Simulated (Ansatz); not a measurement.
`N#C[SiH2]N[SiH3]` + H₂ → `[SiH3]N[SiH3]` + `C#N` at 700 K and 1 bar (hydrogenolysis of the Si–C bond).

Gas-phase electronic energies from Ansatz, PBE0-D4/def2-TZVP geometries. CCSD(T)/CBS is the MP2 limit (def2-TZVPP, def2-QZVPP) plus CCSD(T) − MP2 in def2-TZVPP, frozen cores. This one scheme is used for every species. Each species was taken in one conformer, which may not be the lowest.

```tsv
species	CCSD(T)/CBS energy (Eh)	H − E (kJ/mol)	S (J/(mol·K))
`N#C[SiH2]N[SiH3]`	-729.26217	263.5	501.3
H₂	-1.17544	46.8	155.3
`[SiH3]N[SiH3]`	-637.10515	245.6	444.2
`C#N`	-93.32098	68.7	235.2
```

H − E and S are ideal-gas, rigid-rotor, harmonic terms from PBE0-D4/def2-TZVP, for one conformer and one mirror image of each species. The MP2-based limit puts H₂ 0.8 mEh under its directly extrapolated value; such offsets cancel only in part. 1 Eh = 2625.50 kJ/mol, R = 8.31446 J/(mol·K).

**Question.** By hand: ΔE, ΔH, ΔS and ΔG.

**Answer.** ΔE = (-637.10515) + (-93.32098) − (-729.26217) − (-1.17544) = 0.01148 Eh = 30.1 kJ/mol. Δ(H − E) = 245.6 + 68.7 − 263.5 − 46.8 = 4.0, so ΔH = 34.1 kJ/mol. ΔS = 444.2 + 235.2 − 501.3 − 155.3 = 22.8 J/(mol·K). ΔG = 34.1 − 700 × (22.8)/1000 = 18.1 kJ/mol.

**Question.** By hand: the equilibrium constant, and the temperature at which ΔG would vanish if ΔH and ΔS stayed fixed.

**Answer.** log₁₀ K = −ΔG/(RT ln 10) = -1.4. ΔG = 0 at ΔH/ΔS = 1496 K.

TΔS isn't small against ΔH here. A doubt of 5 kJ/mol in ΔE shifts log₁₀ K by 0.4 here. Other conformers and mirror images would add mixing entropy, several J/(mol·K) or more a flexible species. Modes under 60 cm⁻¹, often nearly free rotors, make the harmonic entropy too high. These are equilibria of isolated gas molecules and say nothing of rates. Largest T1 diagnostic: 0.014 (customary marks: 0.02 for closed shells, 0.045 for open ones).
